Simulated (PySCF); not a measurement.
Computed shifts of a molecule C₅H₈O, PySCF with PBE0/pcSseg-1, GIAO, gas phase, equivalent atoms averaged, in ppm (number of nuclei): ¹³C: 161.7 (1), 112.0 (1), 75.2 (1), 72.2 (1), 39.3 (1). ¹H: 5.72 (1), 5.49 (1), 4.77 (1), 4.44 (1), 4.23 (1), 3.69 (1), 2.84 (1), 2.50 (1). References: ¹³C against TMS (σ = 186.3 ppm); ¹⁷O against H2O (σ = 334.2 ppm); ¹H against TMS (σ = 31.56 ppm), references at their B3LYP-D3(BJ)/def2-TZVP geometries, non-relativistic. The structure is a stationary point at PBE0-D3(BJ)/def2-SVP. Other conformers were not sampled.

Q: Identify the compound among the candidates.
A. OC1CC=CC1
B. CCC1=COC1
C. C=C1CCOC1
D. CC[C@@H]1C=CO1

A: C, C=C1CCOC1
